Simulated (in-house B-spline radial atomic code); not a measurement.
The numbers below are computed, except where a source is named.
## C6 from the polarisability at imaginary frequency: Ca

BHandHLYP linear response of the closed shell [Ar] 4s2, from a B-spline radial code for spherical atoms; non-relativistic, point nucleus, no spin-orbit coupling; shells from n = 2 respond.

The dispersion coefficient of two like species is C6 = (3/π) ∫ α(iu)² du from 0 to ∞.

| u (hartree) | α(iu) (bohr³) |
| --- | --- |
| 0 | 159.7 |
| 0.03 | 149 |
| 0.07 | 115.3 |
| 0.12 | 75.8 |
| 0.2 | 40.6 |
| 0.3 | 22.41 |
| 0.45 | 12.21 |
| 0.7 | 6.545 |
| 1 | 4.063 |
| 1.5 | 2.331 |
| 2.5 | 1.076 |
| 5 | 0.3406 |

Fit one oscillator, α(iu) = α(0)/(1 + u²/ω²), through u = 0.12 and estimate C6.

From α(0)/α(iu) − 1 = 159.7/75.8 − 1 = 1.1069, ω = u/√1.1069 = 0.1141 hartree (3.1 eV). London's formula gives C6 = (3/4) α(0)² ω = 0.75 × 159.7² × 0.1141 = 2182 hartree·bohr⁶, and the oscillator holds f = α(0) ω² = 2.08 electrons, of a sum of oscillator strengths of 18.6.

How does that compare with the full integral?

The program's quadrature over all excitations gives C6 = 2219, so the single oscillator is off by -1.7 %. At the last point the fit gives α = 0.0831 against 0.341: higher excitations, and deeper shells where there are any, keep the true curve higher at large u.
